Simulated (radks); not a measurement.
Values are calculated unless marked as measured or tabulated.
Species: Sc0.5+. Configuration: [Ar] 3d1.5 4s1 (fractional occupations, a model configuration).

Level of theory: scalar-relativistic Kohn-Sham, PBEsol, spin-unpolarised, spherical densities, point nucleus (a radial shooting solver on a logarithmic mesh with Libxc functionals).

Energy parts (hartree):
part                       energy
total                  -763.02788
kinetic                 768.71579
electron-nucleus      -1812.60837
Hartree                 318.80831
exchange-correlation    -37.94360

Orbitals (lengths in bohr, moments of r in powers of bohr; <r^-3> diverges for s and p1/2; r(max) is where P^2 peaks):
orbital  occ.  eigenvalue (hartree)  <r^-3>   r(max)
1s          2             -161.4398       -  0.04784
2s          2             -17.44359       -   0.2838
2p          6             -14.29501   223.3   0.2323
3s          2              -2.06456       -   0.9284
3p          6              -1.28457   24.38   0.9714
4s          1              -0.23228       -    3.097
3d        1.5              -0.18456   1.272    1.126

The highest occupied level is 3d at -5.022 eV. The density falls to 0.001 e/bohr^3 at r = 4.50 bohr. Summed over all electrons, <r^2> = 36.42 bohr^2, which gives a Langevin (diamagnetic) susceptibility term of -28.8 x 10^-6 cm^3/mol.
